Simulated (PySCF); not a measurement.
**Electron correlation in I³⁶⁺ (iodine, charge +36)**

Starting occupation: [Ne] 3s2 3p5, 3p1/2 with m_j = -1/2, +1/2, 3p3/2 with m_j = -1/2, +1/2, +3/2. Calculation: PySCF 2.14, in an even-tempered Gaussian basis (19 s from 7 bohr⁻², ratio 2.4; 14 p from 9 bohr⁻², ratio 2.4; 5 d from 35 bohr⁻², ratio 2.6; 4 f from 53 bohr⁻², ratio 2.6); X2C-1e with screened-nucleus spin-orbit coupling, Gaussian nucleus. Frozen: 1s2; 15 electrons correlated; the 56 highest virtual spinors left out.

MP2 pair energies summed by pair of shells (mhartree):

| pair | energy | share (%) |
| --- | --- | --- |
| 2p1/2-2p3/2 | -84.95 | 13.8 |
| 2p3/2-2p3/2 | -84.50 | 13.7 |
| 3p1/2-3p3/2 | -64.18 | 10.4 |
| 3p3/2-3p3/2 | -43.04 | 7.0 |
| 2p3/2-3p3/2 | -41.03 | 6.7 |
| 3p3/2-3s1/2 | -40.88 | 6.6 |
| 2p3/2-2s1/2 | -37.50 | 6.1 |
| 2p3/2-3p1/2 | -31.10 | 5.1 |
| 3p1/2-3p1/2 | -23.52 | 3.8 |
| 3p1/2-3s1/2 | -21.78 | 3.5 |
| 2p1/2-2p1/2 | -20.61 | 3.3 |
| 2p1/2-3p3/2 | -19.71 | 3.2 |
| 2p1/2-2s1/2 | -18.68 | 3.0 |
| 2p3/2-3s1/2 | -17.80 | 2.9 |
| 2p1/2-3p1/2 | -12.34 | 2.0 |
| 2s1/2-3p3/2 | -11.31 | 1.8 |
| 2s1/2-2s1/2 | -10.76 | 1.7 |
| 3s1/2-3s1/2 | -9.27 | 1.5 |
| 2s1/2-3p1/2 | -8.32 | 1.4 |
| 2p1/2-3s1/2 | -7.81 | 1.3 |
| 2s1/2-3s1/2 | -6.62 | 1.1 |

Total MP2 correlation energy: -615.72 mhartree.

At this charge the one-electron X2C treatment keeps the bare 1/r₁₂, with no two-electron picture change or Breit term. The effect here is smaller than on the frozen 1s shell.
